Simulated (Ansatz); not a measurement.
Total energies of `SC#Cc1ccc(C#Cc2ccc(C#Cc3ccc(S)cc3)cc2)cc1` from Ansatz at PBE-D4/def2-TZVP, gas phase (1 Eh = 27.2114 eV = 2625.5 kJ/mol). The reference geometry is relaxed at r2SCAN-D4/def2-SVP.

```
                state   geometry  energy (Eh)
     charge 0 singlet  reference  -1718.09822
     charge 1 doublet  reference  -1717.86534
    charge -1 doublet  reference  -1718.15033
free S atom (triplet)          –   -397.93833
free C atom (triplet)          –    -37.79597
free H atom (doublet)          –     -0.49962
```

Single mean-field runs in def2-TZVP are fitted with def2-universal-jkfit.

(1) Work out the vertical ionisation energy to the doublet.

(2) Work out the vertical electron affinity, to the doublet.

(3) Give the fundamental gap IE − EA, the Mulliken electronegativity (IE + EA)/2 and the hardness (IE − EA)/2.

(4) What is the binding energy per atom against free atoms?

(1) E(charge 1 doublet) − E(charge 0 singlet) = -1717.86534 − (-1718.09822) = 0.23288 Eh = 6.34 eV. For comparison, −ε of the highest occupied level is 4.92 eV at this level, 1.42 eV less.

(2) E(charge 0 singlet) − E(charge -1 doublet) = -1718.09822 − (-1718.15033) = 0.05211 Eh = 1.42 eV. The basis lacks diffuse functions, which makes affinities too small.

(3) From the values in Eh: IE − EA = 0.23288 − 0.05211 = 0.18077 Eh = 4.92 eV; (IE + EA)/2 = 3.88 eV; (IE − EA)/2 = 2.46 eV. The HOMO–LUMO gap of the same run is 2.11 eV, 2.81 eV smaller than the fundamental gap.

(4) Atoms: 2 × (-397.93833) + 24 × (-37.79597) + 14 × (-0.49962) = -1709.97462 Eh. Binding: -1709.97462 − (-1718.09822) = 8.12360 Eh = 221.05 eV, or 5.53 eV for each of 40 atoms (no zero-point energy, no counterpoise term).

At PBE-D4/def2-TZVP the highest occupied level of the charge -1 doublet lies above zero (up to 0.04 eV). By energy differences its removal costs 1.42 eV (vertical, to the charge 0 singlet, at PBE-D4/def2-TZVP); self-interaction error and the lack of diffuse functions both raise the level.
